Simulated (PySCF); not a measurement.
PySCF input for Zn(Me)(OH) (CH4OZn), SMILES [CH3][Zn][OH], TDDFT-PBE/def2-SVPD. Geometry optimised at PBE0-D3(BJ)/def2-TZVP. The isomer is the one that the SMILES or the coordinates give; other isomers of the formula were not compared. One conformer was computed; it need not be the lowest.

```python
import numpy as np
from pyscf import gto, scf, dft, tdscf

mol = gto.M(
    atom='''
    Zn    0.00121917   -0.03417764    0.02312571
    C    -0.17987521    1.67661186   -0.82955381
    H    -0.93626451    2.28053175   -0.32422667
    H    -0.48082106    1.55449901   -1.87204586
    H     0.76580451    2.22161018   -0.80573303
    O     0.22586734   -1.66037281    0.71132501
    H    -0.11298145   -1.80800041    1.59495688
    ''',
    basis='def2-SVPD',
    charge=0,
    spin=0,
    max_memory=1600,
    verbose=4,
)
mf = dft.RKS(mol, xc='pbe').density_fit(auxbasis='def2-universal-jkfit')
mf.grids.level = 3
mf.conv_tol = 1e-9
mf.max_cycle = 100
mf.kernel()
mf.grids = dft.Grids(mol).set(level=1).build(with_non0tab=True)  # coarser grid for the response kernel
td = tdscf.TDDFT(mf)
td.singlet = True
td.nstates = 10
td.conv_tol = 1e-4
td.positive_eig_threshold = 1e-6
td.kernel(x0=td.get_init_guess(mf, 15))
td.analyze()
tt = tdscf.TDA(mf)
tt.singlet = False
tt.nstates = 4
tt.conv_tol = 1e-4
tt.positive_eig_threshold = 1e-6
tt.kernel(x0=tt.get_init_guess(mf, 9))
tt.analyze(verbose=3)
```

Log of the run:

```
PySCF version 2.14.0

[INPUT] verbose = 4
[INPUT] num. atoms = 7
[INPUT] num. electrons = 48
[INPUT] charge = 0
[INPUT] spin (= nelec alpha-beta = 2S) = 0
[INPUT] symmetry False subgroup None
[INPUT] Mole.unit = angstrom
[INPUT] Symbol           X                Y                Z      unit          X                Y                Z       unit  Magmom
[INPUT]  1 Zn     0.001219170000  -0.034177640000   0.023125710000 AA    0.002303897399  -0.064586379184   0.043701258336 Bohr   0.0
[INPUT]  2 C     -0.179875210000   1.676611860000  -0.829553810000 AA   -0.339914883499   3.168337232598  -1.567629506489 Bohr   0.0
[INPUT]  3 H     -0.936264510000   2.280531750000  -0.324226670000 AA   -1.769283504050   4.309580425875  -0.612699608580 Bohr   0.0
[INPUT]  4 H     -0.480821060000   1.554499010000  -1.872045860000 AA   -0.908620118323   2.937577389808  -3.537653968026 Bohr   0.0
[INPUT]  5 H      0.765804510000   2.221610180000  -0.805733030000 AA    1.447160788857   4.198234795746  -1.522614756216 Bohr   0.0
[INPUT]  6 O      0.225867340000  -1.660372810000   0.711325010000 AA    0.426827413084  -3.137649875575   1.344209454454 Bohr   0.0
[INPUT]  7 H     -0.112981450000  -1.808000410000   1.594956880000 AA   -0.213503997656  -3.416625608001   3.014031683691 Bohr   0.0

nuclear repulsion = 171.549834523629
number of shells = 45
number of NR pGTOs = 179
number of NR cGTOs = 109
basis = def2-SVPD
ecp = {}


[settings echo left out]
init E= -1893.99544155895
  HOMO = -0.28739958194194  LUMO = -0.0678469481621828  gap/eV = 5.97433
cycle= 1 E= -1894.10727515943  delta_E= -0.112  |g|= 1.33  |ddm|= 3.18
  HOMO = -0.0831520601559701  LUMO = -0.0104398320692747  gap/eV = 1.97860
cycle= 2 E= -1891.3621405431  delta_E= 2.75  |g|= 3.49  |ddm|= 4.32
  HOMO = -0.22568110840435  LUMO = -0.0592341483645651  gap/eV = 4.52925
cycle= 3 E= -1894.23800790897  delta_E= -2.88  |g|= 0.89  |ddm|= 3.21
  HOMO = -0.243668345166809  LUMO = -0.0446846330383774  gap/eV = 5.41462
cycle= 4 E= -1894.40788278441  delta_E= -0.17  |g|= 0.206  |ddm|= 1.23
  HOMO = -0.230578724999195  LUMO = -0.0446919370800982  gap/eV = 5.05824
cycle= 5 E= -1894.41541952581  delta_E= -0.00754  |g|= 0.0484  |ddm|= 0.242
  HOMO = -0.234932796392872  LUMO = -0.0438705702924764  gap/eV = 5.19907
cycle= 6 E= -1894.41605069922  delta_E= -0.000631  |g|= 0.0151  |ddm|= 0.061
  HOMO = -0.236681252462128  LUMO = -0.0440086851881922  gap/eV = 5.24289
cycle= 7 E= -1894.4161029376  delta_E= -5.22e-05  |g|= 0.0051  |ddm|= 0.0203
  HOMO = -0.237118833321811  LUMO = -0.0442297572165478  gap/eV = 5.24878
cycle= 8 E= -1894.41610778562  delta_E= -4.85e-06  |g|= 0.00187  |ddm|= 0.00576
  HOMO = -0.237140748606557  LUMO = -0.044165232475418  gap/eV = 5.25113
cycle= 9 E= -1894.41610849674  delta_E= -7.11e-07  |g|= 0.00021  |ddm|= 0.00194
  HOMO = -0.237158043767201  LUMO = -0.0441669856758446  gap/eV = 5.25155
cycle= 10 E= -1894.41610850546  delta_E= -8.72e-09  |g|= 6.42e-05  |ddm|= 0.000354
  HOMO = -0.23715645026537  LUMO = -0.0441648663265095  gap/eV = 5.25157
cycle= 11 E= -1894.41610850642  delta_E= -9.52e-10  |g|= 1.06e-05  |ddm|= 0.000118
  HOMO = -0.237160240907376  LUMO = -0.0441654845320221  gap/eV = 5.25165
Extra cycle  E= -1894.41610850633  delta_E= 8.19e-11  |g|= 2.28e-05  |ddm|= 3.83e-05
converged SCF energy = -1894.41610850633
tot grids = 27688
Overwritten attributes  positive_eig_threshold  of <class 'pyscf.tdscf.rks.CasidaTDDFT'>


******** <class 'pyscf.tdscf.rks.CasidaTDDFT'> for <class 'pyscf.df.df_jk.DFRKS'> ********
nstates = 10 singlet
deg_eia_thresh = 1.000e-03
wfnsym = None
conv_tol = 0.0001
eigh lindep = 1e-12
eigh level_shift = 0
eigh max_cycle = 100


Excitation energies (eV)
[5.37654595 5.96567225 6.04268721 6.46079889 6.61580194 6.71373625
 6.85393991 6.92889095 7.41338384 7.57395265]

** Singlet excitation energies and oscillator strengths **
Excited State   1:      5.37655 eV    230.60 nm  f=0.0276
      24 -> 25        0.70514
Excited State   2:      5.96567 eV    207.83 nm  f=0.0013
      24 -> 26       -0.70589
Excited State   3:      6.04269 eV    205.18 nm  f=0.0660
      22 -> 25       -0.11305
      23 -> 25       -0.56592
      24 -> 27        0.39936
Excited State   4:      6.46080 eV    191.90 nm  f=0.0407
      22 -> 25        0.11134
      23 -> 25        0.17064
      23 -> 26       -0.63091
      24 -> 27        0.21768
Excited State   5:      6.61580 eV    187.41 nm  f=0.0034
      23 -> 27        0.70367
Excited State   6:      6.71374 eV    184.67 nm  f=0.1981
      22 -> 25       -0.28083
      22 -> 26       -0.10721
      23 -> 25        0.33993
      23 -> 26        0.22792
      23 -> 29        0.11220
      24 -> 27        0.45891
Excited State   7:      6.85394 eV    180.89 nm  f=0.0160
      22 -> 25       -0.61338
      22 -> 26        0.10808
      23 -> 26       -0.20923
      24 -> 27       -0.22600
Excited State   8:      6.92889 eV    178.94 nm  f=0.0197
      24 -> 28        0.70482
Excited State   9:      7.41338 eV    167.24 nm  f=0.0107
      23 -> 28       -0.70083
Excited State  10:      7.57395 eV    163.70 nm  f=0.1719
      22 -> 26        0.66195

** Transition electric dipole moments (AU) **
state          X           Y           Z        Dip. S.      Osc.
  1         0.4026      0.1301      0.1753      0.2097      0.0276
  2         0.0795      0.0317      0.0357      0.0086      0.0013
  3         0.1453     -0.6359      0.1431      0.4459      0.0660
  4        -0.1585      0.4816      0.0043      0.2571      0.0407
  5        -0.1269     -0.0376     -0.0611      0.0213      0.0034
  6         0.0004      0.8840     -0.6505      1.2046      0.1981
  7         0.0709      0.1378     -0.2674      0.0955      0.0160
  8        -0.2990     -0.0958     -0.1313      0.1158      0.0197
  9        -0.0466     -0.1272      0.2012      0.0589      0.0107
 10        -0.3986      0.7598      0.4360      0.9263      0.1719

** Transition velocity dipole moments (imaginary part, AU) **
state          X           Y           Z        Dip. S.      Osc.
  1         0.0814      0.0264      0.0357      0.0086      0.0290
  2         0.0192      0.0070      0.0076      0.0005      0.0015
  3         0.0333     -0.1463      0.0315      0.0235      0.0706
  4        -0.0390      0.1184     -0.0004      0.0155      0.0436
  5        -0.0296     -0.0086     -0.0141      0.0011      0.0031
  6        -0.0011      0.2203     -0.1618      0.0747      0.2019
  7         0.0197      0.0339     -0.0700      0.0064      0.0170
  8        -0.0767     -0.0245     -0.0335      0.0076      0.0199
  9        -0.0136     -0.0337      0.0563      0.0045      0.0110
 10        -0.1120      0.2142      0.1224      0.0734      0.1759

** Transition magnetic dipole moments (imaginary part, AU) **
state          X           Y           Z
  1         0.1561     -0.1523     -0.2457
  2         0.0976     -0.1524     -0.0986
  3        -0.3651     -0.1201     -0.1617
  4        -0.3550     -0.1184     -0.1627
  5         0.3699     -0.2414     -0.6453
  6         0.3579      0.1177      0.1618
  7        -0.3893     -0.1265     -0.1718
  8        -0.0923      0.1036      0.1384
  9         0.0481      0.0162      0.0226
 10        -0.0541     -0.0156     -0.0223
Overwritten attributes  positive_eig_threshold  of <class 'pyscf.tdscf.rks.TDA'>


******** <class 'pyscf.tdscf.rks.TDA'> for <class 'pyscf.df.df_jk.DFRKS'> ********
nstates = 4 triplet
deg_eia_thresh = 1.000e-03
wfnsym = None
conv_tol = 0.0001
eigh lindep = 1e-12
eigh level_shift = 0
eigh max_cycle = 100


Excitation energies (eV)
[5.05744599 5.41730752 5.80523488 5.8710938 ]

** Triplet excitation energies and oscillator strengths **
Excited State   1:      5.05745 eV    245.15 nm  f=0.0000
Excited State   2:      5.41731 eV    228.87 nm  f=0.0000
Excited State   3:      5.80523 eV    213.57 nm  f=0.0000
Excited State   4:      5.87109 eV    211.18 nm  f=0.0000
```

The run converged.

Cost: about 22 core-seconds (a rough figure).
